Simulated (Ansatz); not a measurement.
Molecule: sum formula SiNH₄, net charge 0, doublet state. It need not be the lowest isomer of its formula. 
Geometry from a B3LYP-D3(BJ)/def2-TZVP (Ansatz, a program for electronic structure) optimisation:
```
N
H 1 1.0087
H 1 1.0087 2 110.99
Si 1 1.7310 2 120.36 3 -148.45
H 4 1.4907 1 106.96 2 -166.36
H 4 1.4907 5 110.36 1 -116.00
```
Charge 0, spin multiplicity 2.

Wanted: atomisation energy (electronic, to ground-state atoms), in kcal/mol. Cores are frozen in the correlated levels unless marked. Open shells are spin-unrestricted. Spin-orbit coupling is left out. No relativistic terms. The coupled-cluster limit lacks core correlation, which all-electron functionals hold. Basis-set limits of correlation are two-point, X^-3; Hartree-Fock from the larger set (for Q and 5 zeta extrapolated as (X+1)exp(-9√X)).

```tsv
level	program	atomisation energy (kcal/mol)
PBE0/def2-TZVPD	Ansatz	[?]
HSE06-D3(BJ)/def2-TZVPD	Ansatz + dftd3	[?]
SCS-MP2/def2-TZVPP	Ansatz	414.4
SCS-MP2/cc-pV(5+d)Z	Ansatz	427.4
CCSD/def2-QZVPP	Ansatz	[?]
CCSD(T)/CBS(cc-pV(Q+d)Z,cc-pV(5+d)Z)	Ansatz	422.4
```

### Question
What belongs in the gaps?

### Answer

- PBE0/def2-TZVPD, atomisation energy (kcal/mol): 418.0
- HSE06-D3(BJ)/def2-TZVPD, atomisation energy (kcal/mol): 419.6
- CCSD/def2-QZVPP, atomisation energy (kcal/mol): 412.3
